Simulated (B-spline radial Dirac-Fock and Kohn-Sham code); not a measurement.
The computed values come from a B-spline atomic structure program: Dirac-Fock energy differences between relaxed states, corrected for Breit and QED terms. Free neutral atoms.

Q: Order these X-ray lines by photon energy, lowest first.
A. Re Kα2
B. Os Kβ3
C. Au Kβ2''
D. Os Kα2
E. Hf Kα1
F. Ta Kβ3

A: E (55779.8 eV), A (59713.2 eV), D (61481.1 eV), F (64938.3 eV), B (71070.3 eV), C (80070.8 eV).
